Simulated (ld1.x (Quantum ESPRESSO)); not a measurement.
Al (Z = 13): excitation energies, all-electron against PAW

| Property | Result |
| --- | --- |
| Element | Al (Z = 13) |
| Generator | ld1.x (Quantum ESPRESSO) 7.5 |
| Type | PAW |
| Functional | LDA (PZ) |
| Relativity | non-relativistic |
| Frozen core | [Ne] |
| Valence charge | 3 |
| Reference configuration | 3s2 3p0.5 (charge +0.5) |
| Partial waves | 3s (bound): rcut 1.35, rcutus 1.90 bohr; 3s channel at 1.45 Ry: rcut 1.35, rcutus 1.90 bohr; 3p (bound): rcut 1.50, rcutus 1.80 bohr; 3p channel at 0.85 Ry: rcut 1.50, rcutus 1.80 bohr |
| Local potential | all-electron potential smoothed inside 1.85 bohr (lloc = -1) |
| Core correction | Bessel-smoothed model core inside 1.65 bohr |
| Augmentation charge | PSQ, inside the norm-conserving radii |

Energies are relative to the spin-unpolarised reference configuration 3s2 3p0.5; without spin polarisation the order of configurations can differ from experiment. Spin-polarised rows fill each open shell by Hund’s rule, majority spin first.

| valence configuration | charge | ΔE all-electron (eV) | error AE − PS (meV) |
| --- | --- | --- | --- |
| 3s2 3p1 | 0 | -2.129 | -0.1 |
| 3s2 3p0 | +1 | 3.727 | -0.5 |
| 3s1 3p0 | +2 | 23.070 | -22 |
| 3s1 3p1 | +1 | 9.507 | -3.2 |
| 3s2 3p1.3 | -0.3 | -2.729 | -0.1 |
| 3s1 3p2 | 0 | 2.993 | -0.7 |
| 3s2 3p0.5 (spin-polarised) | +0.5 | -0.042 | 0.0 |

Question: What are ΔE and the potential's error for 3s2 3p1 (spin-polarised)?

Answer: ΔE = -2.265 eV all-electron; the error (AE − PS) is -0.2 meV.

Question: What are ΔE and the potential's error for 3s0 3p3?

Answer: ΔE = 8.306 eV all-electron; the error (AE − PS) is -3.7 meV.
